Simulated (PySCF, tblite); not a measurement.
Compound: C8H12FP.
Geometry (GFN2-xTB, Å), atoms numbered from 1 in this order:
```
atom  x, y, z in Å
C1     2.2271   -1.9178    0.3831
C2     1.7399   -1.0242   -0.7558
C3     1.0396    0.1860   -0.2311
C4     1.4055    1.4691   -0.4160
C5     0.5475    2.4472    0.2029
C6    -0.4875    1.8801    0.8421
F7    -1.4314    2.5643    1.5139
P8    -0.3892    0.0640    0.8968
C9    -1.7149   -0.3754   -0.3507
C10   -3.1045   -0.1954    0.2430
H11    1.3859   -2.2272    1.0016
H12    2.9326   -1.3788    1.0111
H13    2.7168   -2.8054   -0.0103
H14    1.0539   -1.5979   -1.3873
H15    2.5852   -0.7145   -1.3750
H16    2.2591    1.7703   -1.0031
H17    0.7153    3.5083    0.1241
H18   -1.5471   -1.4220   -0.6197
H19   -1.5825    0.2416   -1.2430
H20   -3.2217   -0.8050    1.1369
H21   -3.2768    0.8435    0.5150
H22   -3.8632   -0.4913   -0.4796
```

Method used: PBE0/pcSseg-1 in PySCF (dipole) on a GFN2-xTB geometry, gas phase.

Take the most abundant isotopes and a rigid rotor. The values belong to one conformer with, in the numbering `[CH3:1][CH2:2][c:3]1[cH:4][cH:5][c:6]([F:7])[p:8]1[CH2:9][CH3:10]`, C1–C2–C3–C4 119°, C6–P8–C9–C10 -76°.

Task: Give the principal moments of inertia and the rotational constants in GHz.

Result: Ia = 323.39, Ib = 550.19, Ic = 753.76 u·Å²; 505379 MHz·u·Å²/I gives 1563, 918.6 and 670.5 MHz, that is A = 1.5628, B = 0.9186, C = 0.6705 GHz.

Task: Classify the top.

Result: An asymmetric top: κ = (2 × 918.6 − 1563 − 670.5)/(1563 − 670.5) = -0.44.

Task: What does the inertial defect say?

Result: Not planar: Δ = Ic − Ia − Ib = -119.82 u·Å². For a rigid frame Δ = −2 Σ m c², so Σ m c² = 59.91 u·Å² lies off the ab plane: 14.09 from hydrogen and 45.82 from heavier atoms. The atom farthest from that plane is 1.70 Å away.

Task: Which lines would a microwave search look for?

Result: The dipole components are |μa| = 1.39 D, |μb| = 0.76 D, |μc| = 1.50 D. The squared components, which scale the intensities, stand as 0.86 : 0.25 : 1.00 (a : b : c). Some lines, for components of 0.1 D or more:

```csv
type,branch,"J(Ka,Kc)",MHz,lower level (cm⁻¹)
c,Q,"2(1,2) ← 2(0,2)",455,0.157
a,Q,"2(1,1) ← 2(1,2)",744,0.172
b,Q,"1(1,0) ← 1(0,1)",892,0.053
b,Q,"2(1,1) ← 2(0,2)",1199,0.157
b,Q,"2(2,0) ← 2(1,1)",1992,0.197
b,R,"2(0,2) ← 1(1,1)",2475,0.074
b,Q,"2(2,1) ← 2(1,2)",2677,0.172
a,R,"2(1,2) ← 1(1,1)",2930,0.074
b,R,"2(1,2) ← 1(0,1)",3574,0.053
c,R,"2(1,1) ← 1(0,1)",4318,0.053
b,R,"2(2,1) ← 1(1,0)",5359,0.083
c,R,"2(2,0) ← 1(1,0)",5418,0.083
c,R,"2(2,1) ← 1(1,1)",5607,0.074
b,R,"2(2,0) ← 1(1,1)",5666,0.074
```

Task: Estimate the classical rotational partition function at 25 K, 50 K and 100 K.

Result: Point group C1, symmetry number σ = 1; q = (√π/σ)·√((kT/h)³/(ABC)), k/h = 20836.6 MHz/K: 21500 at 25 K, 60800 at 50 K, 172000 at 100 K.

Its GFN2-xTB frequencies are all real (lowest 24 cm⁻¹). Constants of a rigid frame at the computed geometry: no zero-point averaging, no centrifugal distortion. A rigid rotor knows nothing of internal rotation, which can split or shift real lines.

On one thread of an Arm Neoverse V1, no GPU, shared host with 32 logical CPUs at a one-minute load of 26, this took 61 s of wall time and 1.1 GiB of memory at its peak. This is the PBE0/pcSseg-1 job that gave the dipole, with the shieldings it also computed.
